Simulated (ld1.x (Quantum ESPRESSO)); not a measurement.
# Cutoff test, Pt, TM

```
Element                 : Pt (Z = 78)
Generator               : ld1.x (Quantum ESPRESSO) 7.5
Type                    : norm-conserving Troullier–Martins (Kleinman–Bylander form)
Functional              : PBE
Relativity              : scalar-relativistic
Frozen core             : [Xe] 4f14
Valence charge          : 10
Reference configuration : 5d9 6s0.5 6p0 (charge +0.5)
Partial waves           : 6s (bound): rc 2.50 bohr; 6p (bound, empty): rc 2.90 bohr; 5d (bound): rc 2.05 bohr
Local potential         : all-electron potential smoothed inside 1.65 bohr (lloc = -2)
Core correction         : Bessel-smoothed model core inside 1.35 bohr
```

The pseudo-atom Hamiltonian at the reference potential is diagonalised in spherical Bessel functions j_l(qr) that vanish at 20 bohr, with q² up to the cutoff. All-electron valence levels (Ry): 6s -0.6734, 6p -0.2638, 5d -0.7411.

Q: How do the lowest levels (Ry) of each channel move with the cutoff, and are there ghosts?

A:

| cutoff (Ry) | s #1 | s #2 | s #3 | p #1 | d #1 | d #2 | f #1 | f #2 | Σ f·Δε (mRy) |
| --- | --- | --- | --- | --- | --- | --- | --- | --- | --- |
| 8 | -0.6715 | -0.1047 | 0.0030 | -0.2634 | -0.1865 | -0.0096 | 0.0365 | 0.1468 | 4992.7 |
| 15 | -1.0453 | -0.6695 | -0.1024 | -0.2637 | -0.4638 | -0.0228 | 0.0365 | 0.1468 | 2498.3 |
| 21 | -1.2672 | -0.6731 | -0.1024 | -0.2638 | -0.6514 | -0.0267 | 0.0365 | 0.1468 | 808.1 |
| 35 | -1.2809 | -0.6733 | -0.1025 | -0.2638 | -0.7376 | -0.0282 | 0.0365 | 0.1468 | 31.9 |
| 45 | -1.2828 | -0.6734 | -0.1025 | -0.2638 | -0.7410 | -0.0282 | 0.0365 | 0.1468 | 1.4 |
| 60 | -1.2830 | -0.6734 | -0.1025 | -0.2638 | -0.7411 | -0.0282 | 0.0365 | 0.1468 | 0.6 |
| 400 | -1.2830 | -0.6734 | -0.1025 | -0.2638 | -0.7411 | -0.0282 | 0.0365 | 0.1468 | 0.0 |

Result: ghost state, extra bound levels that the all-electron valence spectrum of the same l lacks: s at -17.5 eV (a true bound ghost makes a file unfit for plane-wave use); 10 mRy is reached at 40 Ry and 1 mRy at 50 Ry.

1 of 7 tests not solved or not reliable.
